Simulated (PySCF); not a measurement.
# Reading the logs of faulty runs: BCGeH9Si

Calculated results; nothing here was measured. They come from PySCF 2.14.0, an open-source quantum chemistry program, on an isolated molecule that a program drew, which may never have been made. The molecule is BCGeH9Si (charge 0, singlet), drawn as the SMILES string `[BH2][GeH2][CH2][SiH3]`.

Each row is a Hartree-Fock (HF) and frozen-core CCSD(T) single point in the cc-pV(D+d)Z basis, meant for a local HF minimum. Run 1 is clean. Each other run has one planted mistake out of seven kinds, and not every kind appears here: one electron removed, one electron added, multiplicity raised by two, geometry at a saddle point, minimal basis STO-3G, one bond length entered in bohr, all coordinates scaled. The reference is restricted for singlets and unrestricted otherwise, and also for a bond in bohr. Adding or removing an electron swaps singlet and doublet. Electrons count all cores. HOMO and LUMO are orbital energies over both spins, the gradient is its largest component, and the lowest frequency (negative if imaginary) is given only where the gradient is small. Bond lengths are over the 12 bonds as drawn. T1 is the CCSD diagnostic: over 0.02 (restricted) or 0.045 (unrestricted) a single reference is doubtful. Germanium has the cc-pVDZ-PP basis, with a core potential (ECP10MDF) in place of its 10 inner electrons, and its 3s, 3p and 3d shells are frozen in CCSD(T).

Geometry of the clean run:
```xyz
13
BCGeH9Si, angstrom
B    -0.4078   -0.9659    2.7196
Ge   -0.1331   -0.0559    0.8601
C    -1.8200    0.2514   -0.1286
Si   -2.6955   -1.2853   -0.7642
H     0.5107   -1.4962    3.2789
H    -1.4700   -0.9437    3.2764
H     0.5386    1.3104    1.1043
H     0.8239   -0.8727   -0.0259
H    -2.4967    0.7980    0.5368
H    -1.6046    0.9110   -0.9753
H    -1.8657   -1.9721   -1.7836
H    -2.9398   -2.2387    0.3487
H    -4.0032   -0.9446   -1.3762
```

```
run  electrons  basis functions  <S^2>  HOMO (eV)  LUMO (eV)  gradient (hartree/bohr)  lowest frequency (cm^-1)  mean bond (Å)  longest bond (Å)      T1  HF (hartree)  CCSD(T) (hartree)                          mistake
  1         66              119  0.000     -10.80       1.38                  1.2e-05                        54         1.5057             2.088  0.0106    -650.07126         -650.58950                         no fault
  2         66              119  2.013      -7.48      -1.53                  5.8e-02                         -         1.5057             2.088  0.0142    -649.95165         -650.46242       multiplicity raised by two
  3         65              119  0.762     -15.96      -8.25                  9.2e-02                         -         1.5057             2.088  0.0255    -649.72197         -650.21802             one electron removed
  4         66              119  0.715     -10.68       1.33                  1.5e-02                         -         1.5869             2.088  0.0526    -649.94780         -650.46259  one bond length entered in bohr
  5         67              119  0.762      -0.76       7.66                  4.4e-02                         -         1.5057             2.088  0.0111    -650.05731         -650.59572               one electron added
  6         66              119  0.000     -10.96       1.48                  2.9e-02                         -         1.4410             1.999  0.0104    -650.04948         -650.56323                                ?
```

**Which mistake was planted in run 6, and what did it cost?**

The mean and the longest bond both change by the same factor, 0.957, and the gradient is no longer small. So the mistake is: all coordinates scaled. Subtracting run 1 and multiplying by 627.51 kcal/mol a hartree, the energy moved by 13.7 kcal/mol in HF and 16.5 kcal/mol in CCSD(T).

Cautions from the logs. Run 4: T1 is over the limit, so its CCSD(T) energy is less reliable.
